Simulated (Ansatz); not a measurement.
Reaction (formal exchange of groups at a Ge–C bond): `[F][GeH2][CH2][GeH3]` + `F[SiH]1CO1` → `F[Si]1([GeH3])CO1` + `[CH3][GeH2][F]`

Gas-phase electronic energies from Ansatz, PBE0-D4/def2-TZVP geometries. CBS: MP2 limit from def2 TZ/QZ plus the TZ coupled-cluster correction, frozen cores. DFT in def2-TZVPP. For Ge outer-core shells are correlated without core-valence functions, which leaves a few kJ/mol of doubt a bond. Scalar relativity is left out up to krypton. One conformer a species, not always the lowest.

`[F][GeH2][CH2][GeH3]`:

```xyz
11

F    -2.585    1.576   -0.438
Ge   -1.480    0.521    0.411
C     0.103    0.352   -0.690
Ge    1.490   -0.806    0.068
H    -1.201    1.210    1.756
H    -2.230   -0.809    0.586
H     0.523    1.348   -0.847
H    -0.194   -0.044   -1.664
H     1.942   -0.257    1.432
H     0.933   -2.227    0.266
H     2.699   -0.864   -0.879
```

`F[SiH]1CO1`:

```xyz
7

F     1.261   -1.643    0.523
Si   -0.018   -0.713    0.434
C     0.042    0.898   -0.344
O    -0.559   -0.288   -1.048
H    -0.981   -1.188    1.437
H    -0.688    1.684   -0.162
H     0.943    1.250   -0.840
```

`F[Si]1([GeH3])CO1`:

Z-matrix (Å, degrees):
```
Si
Ge 1 2.364
C 1 1.799 2 128.1
F 1 1.593 2 109.9 3 -161.3
O 1 1.645 2 118.7 3 61.3
H 2 1.534 1 109.7 3 -133.2
H 2 1.534 1 109.9 3 106.4
H 2 1.533 1 108.1 3 -13.3
H 3 1.087 1 123.8 2 0.7
H 3 1.088 1 120.7 2 -162.4
```

`[CH3][GeH2][F]`:

```xyz
8

C    -0.379   -0.970   -0.079
Ge    0.360    0.819   -0.032
F    -0.015    1.467    1.548
H    -0.181   -1.435   -1.047
H    -1.457   -0.931    0.079
H     0.074   -1.580    0.703
H    -0.296    1.779   -1.037
H     1.894    0.851   -0.136
```

```json
{"level": "PBE-D4", "ΔE (eV)": "-0.45"}
{"level": "r2SCAN-D4", "ΔE (eV)": "-0.38"}
{"level": "ωB97X-V", "ΔE (eV)": "-0.32"}
{"level": "r2SCAN", "ΔE (eV)": "-0.39"}
{"level": "HF/def2-TZVPP", "ΔE (eV)": "-0.24"}
{"level": "MP2/def2-QZVPP", "ΔE (eV)": "-0.21"}
{"level": "SCS-MP2/def2-QZVPP", "ΔE (eV)": "-0.21"}
{"level": "MP2/CBS(def2)", "ΔE (eV)": "-0.22"}
```

Question: What does CCSD(T)/CBS give? (Best estimate.)

Answer: Ansatz gave: -0.27 eV. The listed levels differ from it by -0.18, -0.11, -0.05, -0.12, 0.03, 0.06, 0.06, 0.05 eV.

Largest T1 diagnostic among the species: 0.013.

From PBE to PBE0 (25 % exact exchange), in def2-TZVPP and without D4, ΔE moves by +0.05 eV.
